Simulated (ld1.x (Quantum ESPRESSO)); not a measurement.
## Configuration tests for palladium (Pd) (TM)

Pd, norm-conserving Troullier–Martins (Kleinman–Bylander form), made with ld1.x (Quantum ESPRESSO) 7.5 (PBE, fully relativistic). Core [Ar] 3d10 4s2, reference 4p6 4d10 5s0 5p0. Waves: 5s (bound, empty): rc 2.35 bohr; 4d (bound): rc 1.45 bohr; 4p (bound): rc 1.40 bohr. Local part: the p channel. Core correction: a·sin(br)/r model core inside 1.15 bohr.

Open shells are filled in proportion to 2j + 1 (rel_dist='average').

Energies are relative to the spin-unpolarised reference configuration 4p6 4d10 5s0 5p0; without spin polarisation the order of configurations can differ from experiment. The p channel is local and has no spin–orbit splitting in the pseudo-atom. The frozen-core shift is the all-electron ΔE with the core orbitals held at their reference shape minus the fully relaxed ΔE.

```csv
valence configuration,charge,ΔE all-electron (eV),error AE − PS (meV),frozen-core shift (meV)
4p6 4d9 5s0 5p0,+1,9.119,+0.3,+1.6
4p6 4d8 5s0 5p0,+2,29.938,-1.3,+14
4p6 4d7 5s0 5p0,+3,64.296,-12,+56
4p6 4d9 5s0 5p1,0,5.238,+44,+2.0
4p5 4d10 5s0 5p0,+1,57.271,+28,+13
4p6 4d8 5s1 5p0,+1,13.644,-50,+14
```

(1) What are ΔE and the potential's error for 4p6 4d6 5s0 5p0?

Note: ghost states, extra bound levels that the all-electron valence spectrum of the same l lacks: p1/2 at -51.2 eV, s at -45.8 eV. A true bound ghost makes a file unfit for plane-wave use. The potential misses its own reference levels by up to 3.0 eV, so it is not fit for use.

## Answers

(1) ΔE = 113.635 eV all-electron; the error (AE − PS) is -44 meV.

These tests converged, but a pseudo level misses the all-electron one widely, so the file describes the atom poorly there or has found another state: 4p6 4d7 5s0 5p0: empty 5s by 5.6 eV; 4p6 4d6 5s0 5p0: empty 5s by 11.0 eV.
